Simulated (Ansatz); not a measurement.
`O1[SiH2][SiH2][SiH2]1`, relaxed with RKS PBE0-D4/def2-TZVP in Ansatz 0.2.0 from a PBE-D4/def2-SVP geometry. The force threshold is 0.005 eV/Å; the program also tests the step.

The species carries charge 0 and has multiplicity 1.

Start:

```xyz
10

O     0.085   -0.682    1.401
Si    1.401   -0.376    0.345
Si   -0.075    0.601   -1.235
Si   -1.341   -0.105    0.643
H     2.084   -1.659   -0.046
H     2.412    0.527    0.998
H    -0.288   -0.126   -2.535
H     0.045    2.080   -1.481
H    -1.996    0.963    1.477
H    -2.326   -1.223    0.433
```

| step | energy (eV) | largest force (eV/Å) | largest move (Å) |
| --- | --- | --- | --- |
| 1 | -25768.7358 | 1.157 | 0.000 |
| 2 | -25768.7858 | 0.731 | 0.029 |
| 3 | -25768.8012 | 0.068 | 0.018 |
| 4 | -25768.8018 | 0.023 | 0.007 |
| 5 | -25768.8019 | 0.002 | 0.002 |

End:

```xyz
10

O     0.082   -0.664    1.363
Si    1.377   -0.372    0.344
Si   -0.075    0.601   -1.236
Si   -1.318   -0.105    0.637
H     2.049   -1.645   -0.029
H     2.374    0.514    1.002
H    -0.285   -0.118   -2.519
H     0.044    2.063   -1.477
H    -1.961    0.943    1.473
H    -2.287   -1.216    0.442
```

Run time 29 s (2 threads of an Arm Neoverse V1 on a shared host); peak host memory 0.43 GiB.
